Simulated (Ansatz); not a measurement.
Molecule: FeF$_{2}$, net charge 0, quintet state. The spin state was set by rule; other spins were not relaxed. SMILES: [Fe]([F])[F]
Geometry: optimised at B3LYP-D3(BJ)/def2-TZVP (Ansatz, an electronic-structure program).

Wanted: vertical ionisation energy (to the sextet state of charge +1; each state is the SCF solution reached for its spin), in eV. Valence correlation only, unless marked. Open shells are spin-unrestricted. No spin-orbit coupling. Frozen are the shells of the preceding noble gas and the d and f shells that filled before the atom's block. Non-relativistic. 

| level | program | vertical ionisation energy (eV) |
|---|---|---|
| SVWN5/def2-TZVPD | Ansatz | 10.82 |
| PBE/def2-TZVPD | Ansatz | 10.65 |
| r2SCAN/def2-TZVPD | Ansatz | 10.66 |
| B3LYP/def2-TZVPD | Ansatz | 11.20 |
| PBE0/def2-TZVPD | Ansatz | 11.05 |
| BHLYP/def2-TZVPD | Ansatz | 11.39 |
| CAM-B3LYP/def2-TZVPD | Ansatz | 11.42 |
| wB97M-V/def2-TZVPD | Ansatz | 11.27 |
| wB97X-V/def2-TZVPD | Ansatz | 11.26 |
| CCSD/def2-SVPD | Ansatz | 10.86 |
| CCSD/def2-TZVPPD | Ansatz | 10.97 |
| CCSD(T)/def2-SVPD | Ansatz | 10.72 |
| CCSD(T)/def2-TZVPPD | Ansatz | 10.84 |
